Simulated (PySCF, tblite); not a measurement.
A set of runs on `O=[P@@]1(C2CC2)C(C)=C1`; the geometry of each is named by its level. Settings lines and outputs come from a driver script.

Compound: C6H9OP.
SMILES with atom numbers: `[CH3:1][C:2]1=[CH:3][P@:4]1(=[O:5])[CH:6]1[CH2:7][CH2:8]1` (hydrogens: H9, H10, H11 on C1; H12 on C3; H13 on C6; H14, H15 on C7; H16, H17 on C8)

Step 1: GFN2-xTB geometry optimisation, gas phase (tblite 0.8.0) (from a force-field or distance-geometry start)
```json
{"job": {"kind": "relax", "xc": "GFN2-xTB", "basis": "xTB"}, "charge": 0, "multiplicity": 1}
```
```
step      E/eV     max force
  0    -650.96176    2.884
  1    -651.12446    2.303
  2    -651.23540    0.690
...
105    -651.53913    0.013
106    -651.53915    0.013
107    -651.53918    0.012
108    -651.53920    0.010
109    -651.53921    0.007
```

Energy lowered by 13.3 kcal/mol over 109 steps; largest atomic force 0.007 eV/Å at the end. «max force» is the largest atomic force in eV/Å.

On an Arm Neoverse V2 with one thread, shared host, this took 0.61 s of wall time.

Step 2: GFN2-xTB harmonic vibrations, gas phase (tblite 0.8.0) (on the GFN2-xTB geometry)
```json
{"job": {"kind": "ir", "xc": "GFN2-xTB", "basis": "xTB"}, "charge": 0, "multiplicity": 1}
```
```
(table of modes left out)
```

45 modes from 39 to 3108 cm⁻¹ (unscaled, harmonic); zero-point energy 83.3 kcal/mol; all wavenumbers are real at this level.

Hardware: Arm Neoverse V2, one thread (shared host). Cost: 0.5 s wall.

Step 3: TDDFT CAM-B3LYP/def2-SVPD, vertical, gas phase, core orbitals frozen in the response (PySCF 2.14.0, density-fitted response routines) (on the GFN2-xTB geometry)
```json
{"job": {"kind": "uv", "xc": "CAM-B3LYP", "basis": "def2-SVPD", "nstates": 8, "ntriplets": 3}, "charge": 0, "multiplicity": 1}
```
```
...
Static polarisability (au): isotropic 91.436, principal 76.237 84.440 113.632
Singlet excitations
state   eV       nm        f      main configurations
  1   5.2308    237.0   0.00532   H->L 0.94
  2   6.4058    193.5   0.00618   H->L+1 0.34, H->L+4 0.23, H-2->L 0.21
  3   6.4973    190.8   0.00030   H-1->L 0.51, H-2->L 0.20, H->L+1 0.11
  4   6.9013    179.7   0.04711   H-2->L 0.32, H-1->L 0.28, H->L+1 0.25
  5   7.2340    171.4   0.07942   H->L+3 0.20, H->L+2 0.15, H->L+1 0.13
  6   7.3826    167.9   0.06976   H-1->L+1 0.29, H-1->L+4 0.18, H->L+4 0.18
  7   7.5245    164.8   0.15130   H->L+3 0.38, H->L+4 0.14, H-1->L+1 0.11
  8   7.6694    161.7   0.02758   H-2->L+1 0.76
Triplet excitations (Tamm-Dancoff, eV): 4.6897 4.7285 6.0834
```

HOMO -8.40 eV, LUMO 0.73 eV; lowest singlet 5.23 eV; lowest triplet 4.69 eV (Tamm–Dancoff); mean polarisability 91.4 au.

Hardware: Arm Neoverse V1, one thread, no GPU, shared host with 64 logical CPUs at a one-minute load of 17. Cost: 64 s wall (with the writing of density and orbital grids), 1.1 GiB resident at most.

Geometry of the electronic-property runs (GFN2-xTB):
```
atom  x, y, z in Å
C1     2.932    0.743    0.205
C2     1.772   -0.157    0.100
C3     1.441   -1.352   -0.423
P4     0.099   -0.653    0.545
O5    -0.331   -1.130    1.865
C6    -1.178    0.127   -0.476
C7    -2.549   -0.476   -0.356
C8    -2.262    0.840    0.278
H9     3.120    0.986    1.251
H10    2.731    1.677   -0.321
H11    3.818    0.275   -0.222
H12    1.916   -2.135   -0.980
H13   -0.837    0.507   -1.428
H14   -2.655   -1.330    0.297
H15   -3.166   -0.511   -1.241
H16   -2.679    1.737   -0.157
H17   -2.177    0.863    1.354
```

 (This holds for the electronic-property runs.)

One conformer stands for the species.
